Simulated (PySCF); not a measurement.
Two-component Hartree-Fock for Pb⁷²⁺ (lead, charge +72)

Start: [Ne]. Calculated with PySCF 2.14 in an even-tempered Gaussian basis (16 s from 15 bohr⁻², ratio 2.6; 14 p from 19 bohr⁻², ratio 2.6; 6 d from 20 bohr⁻², ratio 2.8; 3 f from 410 bohr⁻², ratio 2.8): generalised Hartree-Fock with the X2C-1e Hamiltonian and a Gaussian nucleus; spin-orbit coupling (SO) screened by Boettger's factors.

| spinor shell | electrons | ε, screened SO (eV) | weight of nominal j (screened SO) | rms radius, screened SO (bohr) |
| --- | --- | --- | --- | --- |
| 1s1/2 | 2 | -95394.5 | 1.000 | 0.0181 |
| 2s1/2 | 2 | -22448.3 | 1.000 | 0.0718 |
| 2p1/2 | 2 | -21887.3 | 1.000 | 0.0606 |
| 2p3/2 | 4 | -19620.4 | 1.000 | 0.0684 |

```csv
quantity,screened SO
E (hartree),-13931.39161
M_J,0
⟨J²⟩,0.000
⟨L²⟩,0.055
⟨S²⟩,0.055
```

Breit and QED terms are absent; they matter most for the inner s and p1/2 levels.

Densities and radii are taken from the X2C orbitals without a picture-change correction, which distorts them close to the nucleus.
